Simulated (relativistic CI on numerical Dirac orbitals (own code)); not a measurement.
## Dy VIII: sensitivity of the levels to the model

Base calculation: Dirac-Coulomb-Breit CI, orbitals from a KLI potential per configuration, a model potential for QED, unscaled Slater integrals.

Configurations in the expansion (outside the closed core [Kr] 4d10): 4f9 5s2 5p2, 4f10 5s2 5d, 4f11 5s 5p. The list is cut by size and lacks configurations that can hold low levels.

Variants: (1) configuration mixing switched off; (2) QED terms removed. Shifts of the energy above 4f9 5s2 5p2 8G°_15/2, in cm⁻¹, for the lowest level and the first level of each name with at least 55 % of one term (blank where a level changes its place among those of its configuration and J or its character, or is not in the variant):

```tsv
Level	Base	Δ(1)	Δ(2)
4f9 5s2 5p2 8G°_15/2	0.0	0.0	0.0
4f9 5s2 5p2 8I°_5/2	13177.1	0.0	-45.3
4f9 5s2 5p2 8G°_1/2	18531.4	0.0	-38.6
4f9 5s2 5p2 8G°_9/2	36790.0	0.0	-85.4
4f9 5s2 5p2 8F°_3/2	46674.2	0.0	-78.2
4f9 5s2 5p2 8I°_19/2	46686.1	0.0	-63.0
4f9 5s2 5p2 8F°_1/2	47151.9	0.0	-87.1
```

At this charge configurations can still be misplaced by up to about 7 % of their energy. Terms inside the open d or f shell come out 10 to 20 % too wide with unscaled integrals. Levels and lines within the n = 5 or 6 shells can be off by up to 10 % or somewhat more, and those that change n by about 2 %, since core polarisation is missing.

LS names give the leading component of a level, which can be under half, so a name can repeat, a term be missing and a line seem to break the LS rules.
